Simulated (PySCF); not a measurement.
# Gallium: a sound run and one with changed settings

Sound run: Ga(2+) [Ar] 3d10 4s1, Ga(3+) [Ar] 3d10. Calculation: PySCF 2.14, in 6-31G*; no relativity, point nucleus. The sound run starts from symmetry-adapted Hartree-Fock orbitals and uses a fine grid where one is needed.

Changed run: radial step 0.5 in ln r (0.13 in the sound run). This setting is unsound on purpose.

```json
{"species": "Ga(2+)", "method": "UHF", "sound run (hartree)": "-1922.05571", "changed run (hartree)": "-1922.05571", "converged": "yes"}
{"species": "Ga(2+)", "method": "PBE0", "sound run (hartree)": "-1923.31114", "changed run (hartree)": "-1923.35710", "converged": "yes"}
{"species": "Ga(2+)", "method": "M06-L", "sound run (hartree)": "-1923.50973", "changed run (hartree)": "-1923.56454", "converged": "yes"}
{"species": "Ga(3+)", "method": "UHF", "sound run (hartree)": "-1920.98267", "changed run (hartree)": "-1920.98267", "converged": "yes"}
{"species": "Ga(3+)", "method": "PBE0", "sound run (hartree)": "-1922.18716", "changed run (hartree)": "-1922.23463", "converged": "yes"}
{"species": "Ga(3+)", "method": "M06-L", "sound run (hartree)": "-1922.42095", "changed run (hartree)": "-1922.45590", "converged": "yes"}
```

Ionisation energy of Ga(2+):

```
method  sound run (eV)  changed run (eV)
   UHF          29.199            29.199
  PBE0          30.585            30.544
 M06-L          29.627            30.168
```

A coarse radial grid mis-integrates the density and the exchange-correlation energy, with errors of either sign; Hartree-Fock needs no grid.

For comparison, NIST gives 30.726 eV between the lowest levels.
